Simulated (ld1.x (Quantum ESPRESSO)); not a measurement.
Cr (Z = 24): excitation energies, all-electron against TM

Cr (Z = 24), norm-conserving Troullier–Martins (Kleinman–Bylander form), made with ld1.x (Quantum ESPRESSO) 7.5 (LDA (PZ), non-relativistic). Core [Ne], reference 3s2 3p6 3d5 4s0 4p1. Waves: 3s (bound): rc 1.10 bohr; 3p (bound): rc 0.85 bohr; 3d (bound): rc 2.00 bohr. Local part: all-electron potential smoothed inside 0.75 bohr (lloc = -1). Core correction: none.

Occupied shells without a wave of their own: 4p. They enter only through the test configuration that unscreens the potential.

Energies are relative to the spin-unpolarised reference configuration 3s2 3p6 3d5 4s0 4p1; without spin polarisation the order of configurations can differ from experiment. Spin-polarised rows fill each open shell by Hund’s rule, majority spin first.

Question: Give the all-electron excitation energy and the error of the potential for: 3s2 3p6 3d5 4s1 4p0; 3s2 3p6 3d5 4s0 4p0; 3s2 3p6 3d4 4s0 4p0; 3s2 3p6 3d5 4s0.5 4p0; 3s2 3p6 3d6 4s0 4p0; 3s2 3p6 3d4 4s2 4p0; 3s2 3p6 3d3 4s0 4p0; 3s2 3p6 3d5 4s0 4p1 (spin-polarised); 3s2 3p6 3d5 4s1 4p0 (spin-polarised).

Answer:

```csv
valence configuration,charge,ΔE all-electron (eV),error AE − PS (meV)
3s2 3p6 3d5 4s1 4p0,0,-3.108,+263
3s2 3p6 3d5 4s0 4p0,+1,3.907,-11
3s2 3p6 3d4 4s0 4p0,+2,20.350,-25
3s2 3p6 3d5 4s0.5 4p0,+0.5,-0.344,+148
3s2 3p6 3d6 4s0 4p0,0,-1.530,-5.3
3s2 3p6 3d4 4s2 4p0,0,-2.940,+766
3s2 3p6 3d3 4s0 4p0,+3,51.559,+132
3s2 3p6 3d5 4s0 4p1 (spin-polarised),0,-4.738,+338
3s2 3p6 3d5 4s1 4p0 (spin-polarised),0,-8.032,+587
```

Levels in the configuration 3s2 3p6 3d3 4s0 4p0:

```json
{"level": "3s", "all-electron (eV)": "-110.913", "pseudo (eV)": "-110.797"}
{"level": "3p", "all-electron (eV)": "-83.456", "pseudo (eV)": "-83.362"}
{"level": "3d", "all-electron (eV)": "-39.612", "pseudo (eV)": "-39.245"}
```

The 4p level has no wave, so the channel is fitted at the deeper level alone: the likely source of the large errors.
